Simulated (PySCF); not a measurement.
PySCF input for C₃H₇Te, SMILES CC(C)[Te], multiplicity 2, TDA-ωB97X/def2-SVPD. Coordinates come from a B3LYP-D3(BJ)/def2-SVP optimisation. A frequency run showed that this geometry is not a minimum. The isomer is the one that the SMILES or the coordinates give; other isomers of the formula were not compared. The def2 effective core potentials stand for the cores of Te; spin–orbit coupling is left out.

```python
import numpy as np
from pyscf import gto, scf, dft, tdscf

mol = gto.M(
    atom='''
    C     1.93847508   -0.13347005   -1.27058568
    C     1.30534885    0.42267711   -0.00000000
    C     1.93847508   -0.13347005    1.27058569
    Te   -0.86827803   -0.01548685   -0.00000000
    H     1.85328513   -1.23082952   -1.31290008
    H     3.01295692    0.12448888   -1.29236807
    H     1.48021974    0.28157944   -2.18160952
    H     1.36374013    1.52041674   -0.00000001
    H     1.85328512   -1.23082951    1.31290009
    H     3.01295691    0.12448889    1.29236807
    H     1.48021974    0.28157945    2.18160953
    ''',
    basis='def2-SVPD',
    ecp={'Te': 'def2-svp'},
    charge=0,
    spin=1,
    max_memory=1600,
    verbose=4,
)
mf = dft.UKS(mol, xc='wb97x').density_fit(auxbasis='def2-universal-jkfit')
mf.grids.level = 3
mf.conv_tol = 1e-9
mf.max_cycle = 100
mf.kernel()
fine, coarse = mf.grids, dft.Grids(mol).set(level=1).build(with_non0tab=True)
for _ in range(3):  # follow internal instabilities
    mf.grids = coarse
    mo, _, stable, _ = mf.stability(return_status=True, nroots=4)
    mf.grids = fine
    if stable:
        break
    mf.kernel(mf.make_rdm1(mo, mf.mo_occ))
mf.grids = dft.Grids(mol).set(level=1).build(with_non0tab=True)  # coarser grid for the response kernel
td = tdscf.TDA(mf)
td.nstates = 10
td.conv_tol = 1e-4
td.positive_eig_threshold = 1e-6
td.kernel(x0=td.get_init_guess(mf, 15))
td.analyze(verbose=3)
```

Log of the run:

```
PySCF version 2.14.0

[INPUT] verbose = 4
[INPUT] num. atoms = 11
[INPUT] num. electrons = 49
[INPUT] charge = 0
[INPUT] spin (= nelec alpha-beta = 2S) = 1
[INPUT] symmetry False subgroup None
[INPUT] Mole.unit = angstrom
[INPUT] Symbol           X                Y                Z      unit          X                Y                Z       unit  Magmom
[INPUT]  1 C      1.938475080000  -0.133470050000  -1.270585680000 AA    3.663187000494  -0.252221840332  -2.401058952994 Bohr   0.0
[INPUT]  2 C      1.305348850000   0.422677110000   0.000000000000 AA    2.466751823516   0.798743977023   0.000000000000 Bohr   0.0
[INPUT]  3 C      1.938475080000  -0.133470050000   1.270585690000 AA    3.663187000494  -0.252221840332   2.401058971892 Bohr   0.0
[INPUT]  4 Te    -0.868278030000  -0.015486850000   0.000000000000 AA   -1.640807676677  -0.029265905032   0.000000000000 Bohr   0.0
[INPUT]  5 H      1.853285130000  -1.230829520000  -1.312900080000 AA    3.502201326429  -2.325930698830  -2.481021580120 Bohr   0.0
[INPUT]  6 H      3.012956920000   0.124488880000  -1.292368070000 AA    5.693663403913   0.235249888754  -2.442221704433 Bohr   0.0
[INPUT]  7 H      1.480219740000   0.281579440000  -2.181609520000 AA    2.797209912775   0.532108023908  -4.122644503544 Bohr   0.0
[INPUT]  8 H      1.363740130000   1.520416740000  -0.000000010000 AA    2.577095350779   2.873171233804  -0.000000018897 Bohr   0.0
[INPUT]  9 H      1.853285120000  -1.230829510000   1.312900090000 AA    3.502201307532  -2.325930679933   2.481021599017 Bohr   0.0
[INPUT] 10 H      3.012956910000   0.124488890000   1.292368070000 AA    5.693663385016   0.235249907651   2.442221704433 Bohr   0.0
[INPUT] 11 H      1.480219740000   0.281579450000   2.181609530000 AA    2.797209912775   0.532108042806   4.122644522441 Bohr   0.0

nuclear repulsion = 185.441500326073
number of shells = 65
number of NR pGTOs = 230
number of NR cGTOs = 151
basis = def2-SVPD
ecp = {'Te': 'def2-svp'}


[settings echo left out]
[...]
  beta  nocc = 24  HOMO = -0.292960706216151  LUMO = -0.0757987998099914
  HOMO = -0.292960706216  LUMO = -0.07579879981  gap/eV = 5.90928
cycle= 9 E= -386.459264469518  delta_E= -2.09e-06  |g|= 0.000291  |ddm|= 0.00476
  alpha nocc = 25  HOMO = -0.304669617167988  LUMO = 0.0483943967034666
  beta  nocc = 24  HOMO = -0.292967902813913  LUMO = -0.0757952647043485
  HOMO = -0.292967902814  LUMO = -0.0757952647043  gap/eV = 5.90957
cycle= 10 E= -386.459267284162  delta_E= -2.81e-06  |g|= 0.00029  |ddm|= 0.0064
  alpha nocc = 25  HOMO = -0.304672014596454  LUMO = 0.0483922725093535
  beta  nocc = 24  HOMO = -0.292987490201154  LUMO = -0.0757844228617923
  HOMO = -0.292987490201  LUMO = -0.0757844228618  gap/eV = 5.91040
cycle= 11 E= -386.459272290038  delta_E= -5.01e-06  |g|= 0.000289  |ddm|= 0.0114
  alpha nocc = 25  HOMO = -0.304668950100879  LUMO = 0.0483886591721596
  beta  nocc = 24  HOMO = -0.293050119068436  LUMO = -0.0757346496299345
  HOMO = -0.293050119068  LUMO = -0.0757346496299  gap/eV = 5.91346
cycle= 12 E= -386.459279539367  delta_E= -7.25e-06  |g|= 0.000288  |ddm|= 0.0168
  alpha nocc = 25  HOMO = -0.304674741249578  LUMO = 0.0483882458037748
  beta  nocc = 24  HOMO = -0.293025072401861  LUMO = -0.075762587553152
  HOMO = -0.293025072402  LUMO = -0.0757625875532  gap/eV = 5.91201
cycle= 13 E= -386.459281838675  delta_E= -2.3e-06  |g|= 0.000286  |ddm|= 0.00536
  alpha nocc = 25  HOMO = -0.304635374475957  LUMO = 0.0483704791937107
  beta  nocc = 24  HOMO = -0.293450340173997  LUMO = -0.0754012605606373
  HOMO = -0.293450340174  LUMO = -0.0754012605606  gap/eV = 5.93342
cycle= 14 E= -386.459305182011  delta_E= -2.33e-05  |g|= 0.000312  |ddm|= 0.056
  alpha nocc = 25  HOMO = -0.304672349759567  LUMO = 0.0483729944016993
  beta  nocc = 24  HOMO = -0.293191997512448  LUMO = -0.0756397729733802
  HOMO = -0.293191997512  LUMO = -0.0756397729734  gap/eV = 5.91990
cycle= 15 E= -386.459302283518  delta_E= 2.9e-06  |g|= 0.000284  |ddm|= 0.00723
  alpha nocc = 25  HOMO = -0.301793934470982  LUMO = 0.0482448871097727
  beta  nocc = 24  HOMO = -0.311705672774101  LUMO = -0.0584910798088352
  HOMO = -0.301793934471  LUMO = -0.0584910798088  gap/eV = 6.62061
cycle= 16 E= -386.459363356901  delta_E= -6.11e-05  |g|= 0.00586  |ddm|= 0.314
  alpha nocc = 25  HOMO = -0.301280728492406  LUMO = 0.0482301558119289
  beta  nocc = 24  HOMO = -0.314893763341054  LUMO = -0.0555453110334163
  HOMO = -0.301280728492  LUMO = -0.0555453110334  gap/eV = 6.68680
cycle= 17 E= -386.459352683783  delta_E= 1.07e-05  |g|= 0.00687  |ddm|= 0.0236
  alpha nocc = 25  HOMO = -0.302168942779721  LUMO = 0.0482586636663527
  beta  nocc = 24  HOMO = -0.309350639564457  LUMO = -0.0606726720989439
  HOMO = -0.30216894278  LUMO = -0.0606726720989  gap/eV = 6.57145
cycle= 18 E= -386.459366432488  delta_E= -1.37e-05  |g|= 0.00513  |ddm|= 0.051
  alpha nocc = 25  HOMO = -0.301721042914309  LUMO = 0.0482460930105315
  beta  nocc = 24  HOMO = -0.312112123616609  LUMO = -0.0581055096045393
  HOMO = -0.301721042914  LUMO = -0.0581055096045  gap/eV = 6.62912
cycle= 19 E= -386.459359940028  delta_E= 6.49e-06  |g|= 0.00599  |ddm|= 0.0227
  alpha nocc = 25  HOMO = -0.303375024092341  LUMO = 0.0482968097715961
  beta  nocc = 24  HOMO = -0.301757899703823  LUMO = -0.0677257712117019
  HOMO = -0.301757899704  LUMO = -0.0677257712117  gap/eV = 6.36834
cycle= 20 E= -386.459378516192  delta_E= -1.86e-05  |g|= 0.00275  |ddm|= 0.07
  alpha nocc = 25  HOMO = -0.302823932956354  LUMO = 0.0482645349896345
  beta  nocc = 24  HOMO = -0.305306325957293  LUMO = -0.06447161490253
  HOMO = -0.302823932956  LUMO = -0.0644716149025  gap/eV = 6.48590
cycle= 21 E= -386.45939694381  delta_E= -1.84e-05  |g|= 0.00385  |ddm|= 0.105
  alpha nocc = 25  HOMO = -0.304435630332065  LUMO = 0.0482978429020271
  beta  nocc = 24  HOMO = -0.295453710327312  LUMO = -0.0737191141705473
  HOMO = -0.295453710327  LUMO = -0.0737191141705  gap/eV = 6.03371
cycle= 22 E= -386.459407078464  delta_E= -1.01e-05  |g|= 0.000763  |ddm|= 0.0451
  alpha nocc = 25  HOMO = -0.301137005095077  LUMO = 0.0481687187933364
  beta  nocc = 24  HOMO = -0.316081667756924  LUMO = -0.0546276453833379
  HOMO = -0.301137005095  LUMO = -0.0546276453833  gap/eV = 6.70786
cycle= 23 E= -386.459384548266  delta_E= 2.25e-05  |g|= 0.00721  |ddm|= 0.258
  alpha nocc = 25  HOMO = -0.304754442638002  LUMO = 0.0482944925449669
  beta  nocc = 24  HOMO = -0.293685823926584  LUMO = -0.07542119474925
  HOMO = -0.293685823927  LUMO = -0.0754211947493  gap/eV = 5.93928
cycle= 24 E= -386.459416475734  delta_E= -3.19e-05  |g|= 0.000237  |ddm|= 0.225
  alpha nocc = 25  HOMO = -0.304434785431738  LUMO = 0.0482709371618206
  beta  nocc = 24  HOMO = -0.295793471487325  LUMO = -0.0734723904506289
  HOMO = -0.295793471487  LUMO = -0.0734723904506  gap/eV = 6.04966
cycle= 25 E= -386.459431025217  delta_E= -1.45e-05  |g|= 0.000847  |ddm|= 0.075
  alpha nocc = 25  HOMO = -0.304286509605891  LUMO = 0.0482571590378509
  beta  nocc = 24  HOMO = -0.296797342409008  LUMO = -0.0725504857676995
  HOMO = -0.296797342409  LUMO = -0.0725504857677  gap/eV = 6.10207
cycle= 26 E= -386.459438575629  delta_E= -7.55e-06  |g|= 0.00116  |ddm|= 0.0527
  alpha nocc = 25  HOMO = -0.304367600445946  LUMO = 0.0482628219895656
  beta  nocc = 24  HOMO = -0.29626504368701  LUMO = -0.0730422655425702
  HOMO = -0.296265043687  LUMO = -0.0730422655426  gap/eV = 6.07420
cycle= 27 E= -386.459438490556  delta_E= 8.51e-08  |g|= 0.00099  |ddm|= 0.00425
  alpha nocc = 25  HOMO = -0.304652645766675  LUMO = 0.048267034218382
  beta  nocc = 24  HOMO = -0.294570125161604  LUMO = -0.0746523829363461
  HOMO = -0.294570125162  LUMO = -0.0746523829363  gap/eV = 5.98427
cycle= 28 E= -386.459442298664  delta_E= -3.81e-06  |g|= 0.00046  |ddm|= 0.0219
  alpha nocc = 25  HOMO = -0.304518593614146  LUMO = 0.0482632211703944
  beta  nocc = 24  HOMO = -0.295383395765141  LUMO = -0.0738903291486288
  HOMO = -0.295383395765  LUMO = -0.0738903291486  gap/eV = 6.02713
cycle= 29 E= -386.459448027867  delta_E= -5.73e-06  |g|= 0.000705  |ddm|= 0.0624
  alpha nocc = 25  HOMO = -0.30509798737055  LUMO = 0.0482809934020771
  beta  nocc = 24  HOMO = -0.29184440368093  LUMO = -0.0772178197597562
  HOMO = -0.291844403681  LUMO = -0.0772178197598  gap/eV = 5.84029
cycle= 30 E= -386.459447370509  delta_E= 6.57e-07  |g|= 0.000422  |ddm|= 0.0182
  alpha nocc = 25  HOMO = -0.304681234957391  LUMO = 0.0482653927791947
  beta  nocc = 24  HOMO = -0.294446060261841  LUMO = -0.0747864935384062
  HOMO = -0.294446060262  LUMO = -0.0747864935384  gap/eV = 5.97724
cycle= 31 E= -386.459451223713  delta_E= -3.85e-06  |g|= 0.000406  |ddm|= 0.0758
  alpha nocc = 25  HOMO = -0.304631855437657  LUMO = 0.0482640145650883
  beta  nocc = 24  HOMO = -0.294733265531654  LUMO = -0.0745118402300715
  HOMO = -0.294733265532  LUMO = -0.0745118402301  gap/eV = 5.99253
cycle= 32 E= -386.459451309233  delta_E= -8.55e-08  |g|= 0.000495  |ddm|= 0.0185
  alpha nocc = 25  HOMO = -0.304950544618453  LUMO = 0.0482726817333745
  beta  nocc = 24  HOMO = -0.29278434645849  LUMO = -0.0763406164996017
  HOMO = -0.292784346458  LUMO = -0.0763406164996  gap/eV = 5.88973
cycle= 33 E= -386.459451273903  delta_E= 3.53e-08  |g|= 0.000124  |ddm|= 0.0259
  alpha nocc = 25  HOMO = -0.304795732817514  LUMO = 0.048268541967845
  beta  nocc = 24  HOMO = -0.293739202517603  LUMO = -0.075446039249913
  HOMO = -0.293739202518  LUMO = -0.0754460392499  gap/eV = 5.94006
cycle= 34 E= -386.459451549531  delta_E= -2.76e-07  |g|= 0.000181  |ddm|= 0.0196
  alpha nocc = 25  HOMO = -0.304840644226164  LUMO = 0.0482693958833433
  beta  nocc = 24  HOMO = -0.29346598789987  LUMO = -0.0757025734648504
  HOMO = -0.2934659879  LUMO = -0.0757025734649  gap/eV = 5.92564
cycle= 35 E= -386.459451581242  delta_E= -3.17e-08  |g|= 9.49e-05  |ddm|= 0.000942
  alpha nocc = 25  HOMO = -0.304849588336738  LUMO = 0.0482698730880848
  beta  nocc = 24  HOMO = -0.293409310685117  LUMO = -0.0757551009695288
  HOMO = -0.293409310685  LUMO = -0.0757551009695  gap/eV = 5.92267
cycle= 36 E= -386.459451604764  delta_E= -2.35e-08  |g|= 7.7e-05  |ddm|= 0.00408
  alpha nocc = 25  HOMO = -0.304892889304751  LUMO = 0.0482710322922575
  beta  nocc = 24  HOMO = -0.29314279839701  LUMO = -0.0760044581007495
  HOMO = -0.293142798397  LUMO = -0.0760044581007  gap/eV = 5.90864
cycle= 37 E= -386.459451613525  delta_E= -8.76e-09  |g|= 8.31e-06  |ddm|= 0.00102
  alpha nocc = 25  HOMO = -0.304888688978563  LUMO = 0.0482707672703544
  beta  nocc = 24  HOMO = -0.293170301199131  LUMO = -0.0759791173185445
  HOMO = -0.293170301199  LUMO = -0.0759791173185  gap/eV = 5.91007
cycle= 38 E= -386.459451615587  delta_E= -2.06e-09  |g|= 1.68e-06  |ddm|= 0.000916
  alpha nocc = 25  HOMO = -0.304888320479737  LUMO = 0.0482708200549027
  beta  nocc = 24  HOMO = -0.293171930067381  LUMO = -0.0759773745088683
  HOMO = -0.293171930067  LUMO = -0.0759773745089  gap/eV = 5.91016
cycle= 39 E= -386.459451617307  delta_E= -1.72e-09  |g|= 1.33e-06  |ddm|= 0.00167
  alpha nocc = 25  HOMO = -0.304888987947541  LUMO = 0.0482708114797408
  beta  nocc = 24  HOMO = -0.293168072919601  LUMO = -0.0759810831507615
  HOMO = -0.29316807292  LUMO = -0.0759810831508  gap/eV = 5.90996
cycle= 40 E= -386.459451617351  delta_E= -4.41e-11  |g|= 2.59e-07  |ddm|= 0.000256
  alpha nocc = 25  HOMO = -0.304888991731508  LUMO = 0.0482708368336375
  beta  nocc = 24  HOMO = -0.293167866473212  LUMO = -0.0759812477245401
  HOMO = -0.293167866473  LUMO = -0.0759812477245  gap/eV = 5.90995
Extra cycle  E= -386.459451617353  delta_E= -1.82e-12  |g|= 1.85e-07  |ddm|= 1.01e-06
converged SCF energy = -386.459451617353  <S^2> = 0.75279497  2S+1 = 2.002793
uhf_internal: lowest eigs of H = [0.00127444 0.18261068 0.24971282 0.32795537]
<class 'pyscf.df.df_jk.DFUKS'> wavefunction is stable in the internal stability analysis
tot grids = 40872
Overwritten attributes  positive_eig_threshold  of <class 'pyscf.tdscf.uks.TDA'>


******** <class 'pyscf.tdscf.uks.TDA'> for <class 'pyscf.df.df_jk.DFUKS'> ********
nstates = 10
deg_eia_thresh = 1.000e-03
wfnsym = None
conv_tol = 0.0001
eigh lindep = 1e-12
eigh level_shift = 0
eigh max_cycle = 100


Excitation energies (eV)
[2.410553   3.69980897 4.26350503 5.01210811 5.42284915 5.59414703
 5.7128245  5.91475719 6.00004515 6.37669054]

** Excitation energies and oscillator strengths **
Excited State   1:      2.41055 eV    514.34 nm  f=0.0014
Excited State   2:      3.69981 eV    335.11 nm  f=0.0001
Excited State   3:      4.26351 eV    290.80 nm  f=0.0013
Excited State   4:      5.01211 eV    247.37 nm  f=0.0005
Excited State   5:      5.42285 eV    228.63 nm  f=0.0002
Excited State   6:      5.59415 eV    221.63 nm  f=0.0897
Excited State   7:      5.71282 eV    217.03 nm  f=0.0003
Excited State   8:      5.91476 eV    209.62 nm  f=0.0000
Excited State   9:      6.00005 eV    206.64 nm  f=0.0880
Excited State  10:      6.37669 eV    194.43 nm  f=0.0149
```

The run converged.

Cost: very roughly 15 core-minutes.
